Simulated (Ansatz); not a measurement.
The cluster In₃Sb₂⁺. The state is a singlet with charge 1. Geometry r2SCAN-D4/def2-SVP.

Cartesian coordinates in Å:
```
In -0.151 1.220 3.202
In -0.597 -2.866 -1.788
In -0.335 -0.731 0.628
Sb 0.448 0.357 -2.039
Sb 0.635 2.020 -0.002
```

In the def2 sets In, Sb take a core potential; there is no spin–orbit coupling. The restricted singlet is unstable towards broken spin symmetry at other levels; at PBE-D4/def2-SVP, PBE-D4/def2-TZVP, revPBE-D4/def2-TZVP, r2SCAN-D4/def2-TZVP and others this wasn't settled. Another isomer (singlet) lies 0.47 eV lower at PBE0-D4/def2-TZVP; other spin states weren't run for this one.

Problem. Estimate the orbital energies around the gap (eV) in Ansatz with PBE-D4/def2-SVP, PBE-D4/def2-TZVP, revPBE-D4/def2-TZVP, r2SCAN-D4/def2-TZVP, PBE0-D4/def2-TZVP.

Solution. 
```json
{"orbital": "HOMO−9", "PBE-D4/def2-SVP": "-21.80", "PBE-D4/def2-TZVP": "-21.68", "revPBE-D4/def2-TZVP": "-21.64", "r2SCAN-D4/def2-TZVP": "-22.33", "PBE0-D4/def2-TZVP": "-24.21"}
{"orbital": "HOMO−8", "PBE-D4/def2-SVP": "-18.13", "PBE-D4/def2-TZVP": "-18.03", "revPBE-D4/def2-TZVP": "-17.93", "r2SCAN-D4/def2-TZVP": "-18.60", "PBE0-D4/def2-TZVP": "-19.71"}
{"orbital": "HOMO−7", "PBE-D4/def2-SVP": "-15.31", "PBE-D4/def2-TZVP": "-15.26", "revPBE-D4/def2-TZVP": "-15.17", "r2SCAN-D4/def2-TZVP": "-15.67", "PBE0-D4/def2-TZVP": "-16.56"}
{"orbital": "HOMO−6", "PBE-D4/def2-SVP": "-13.25", "PBE-D4/def2-TZVP": "-13.19", "revPBE-D4/def2-TZVP": "-13.10", "r2SCAN-D4/def2-TZVP": "-13.52", "PBE0-D4/def2-TZVP": "-14.36"}
{"orbital": "HOMO−5", "PBE-D4/def2-SVP": "-12.38", "PBE-D4/def2-TZVP": "-12.35", "revPBE-D4/def2-TZVP": "-12.24", "r2SCAN-D4/def2-TZVP": "-12.58", "PBE0-D4/def2-TZVP": "-13.31"}
{"orbital": "HOMO−4", "PBE-D4/def2-SVP": "-11.49", "PBE-D4/def2-TZVP": "-11.44", "revPBE-D4/def2-TZVP": "-11.34", "r2SCAN-D4/def2-TZVP": "-11.67", "PBE0-D4/def2-TZVP": "-12.35"}
{"orbital": "HOMO−3", "PBE-D4/def2-SVP": "-9.72", "PBE-D4/def2-TZVP": "-9.67", "revPBE-D4/def2-TZVP": "-9.59", "r2SCAN-D4/def2-TZVP": "-9.92", "PBE0-D4/def2-TZVP": "-10.45"}
{"orbital": "HOMO−2", "PBE-D4/def2-SVP": "-9.41", "PBE-D4/def2-TZVP": "-9.38", "revPBE-D4/def2-TZVP": "-9.29", "r2SCAN-D4/def2-TZVP": "-9.62", "PBE0-D4/def2-TZVP": "-10.06"}
{"orbital": "HOMO−1", "PBE-D4/def2-SVP": "-8.79", "PBE-D4/def2-TZVP": "-8.78", "revPBE-D4/def2-TZVP": "-8.70", "r2SCAN-D4/def2-TZVP": "-9.00", "PBE0-D4/def2-TZVP": "-9.48"}
{"orbital": "HOMO", "PBE-D4/def2-SVP": "-8.27", "PBE-D4/def2-TZVP": "-8.25", "revPBE-D4/def2-TZVP": "-8.18", "r2SCAN-D4/def2-TZVP": "-8.45", "PBE0-D4/def2-TZVP": "-8.89"}
{"orbital": "LUMO", "PBE-D4/def2-SVP": "-7.41", "PBE-D4/def2-TZVP": "-7.40", "revPBE-D4/def2-TZVP": "-7.31", "r2SCAN-D4/def2-TZVP": "-7.44", "PBE0-D4/def2-TZVP": "-6.81"}
{"orbital": "LUMO+1", "PBE-D4/def2-SVP": "-6.88", "PBE-D4/def2-TZVP": "-6.85", "revPBE-D4/def2-TZVP": "-6.75", "r2SCAN-D4/def2-TZVP": "-6.81", "PBE0-D4/def2-TZVP": "-6.34"}
{"orbital": "LUMO+2", "PBE-D4/def2-SVP": "-6.60", "PBE-D4/def2-TZVP": "-6.60", "revPBE-D4/def2-TZVP": "-6.49", "r2SCAN-D4/def2-TZVP": "-6.51", "PBE0-D4/def2-TZVP": "-5.97"}
{"orbital": "LUMO+3", "PBE-D4/def2-SVP": "-5.95", "PBE-D4/def2-TZVP": "-5.93", "revPBE-D4/def2-TZVP": "-5.83", "r2SCAN-D4/def2-TZVP": "-5.79", "PBE0-D4/def2-TZVP": "-5.22"}
{"orbital": "LUMO+4", "PBE-D4/def2-SVP": "-5.49", "PBE-D4/def2-TZVP": "-5.48", "revPBE-D4/def2-TZVP": "-5.37", "r2SCAN-D4/def2-TZVP": "-5.27", "PBE0-D4/def2-TZVP": "-4.80"}
{"orbital": "LUMO+5", "PBE-D4/def2-SVP": "-5.29", "PBE-D4/def2-TZVP": "-5.29", "revPBE-D4/def2-TZVP": "-5.20", "r2SCAN-D4/def2-TZVP": "-5.14", "PBE0-D4/def2-TZVP": "-4.68"}
```
